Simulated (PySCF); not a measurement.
## How methods differ on the ionisation energy of Tl

Tl [Xe] 4f14 5d10 6s2 6p1 (2P) → Tl⁺ [Xe] 4f14 5d10 6s2 (1S), as a difference of total energies. All numbers are calculated (PySCF 2.14, a scalar-relativistic core potential, in aug-cc-pwCVTZ-PP with ECP60MDF (8s7p6d4f1g, 96 functions)). Correlated levels: valence: 5s2 5p6 5d10 frozen. The calculations carry no spin-orbit coupling.

```json
{"method": "UHF", "ionisation energy (eV)": "5.014"}
{"method": "MP2 (valence)", "ionisation energy (eV)": "5.192"}
{"method": "SCS-MP2 (valence)", "ionisation energy (eV)": "5.174"}
{"method": "CCSD (valence)", "ionisation energy (eV)": "5.236"}
{"method": "CCSD(T) (valence)", "ionisation energy (eV)": "5.251"}
```

Task: How much does correlation contribute at CCSD(T) (valence)?

Result: 5.251 − (5.014) = 0.237 eV, measured against UHF.

Errors of the correlated levels include the incompleteness of this basis and the frozen core.

For comparison: 5.464 eV (measured; NIST levels, between the centres of gravity of the two terms).
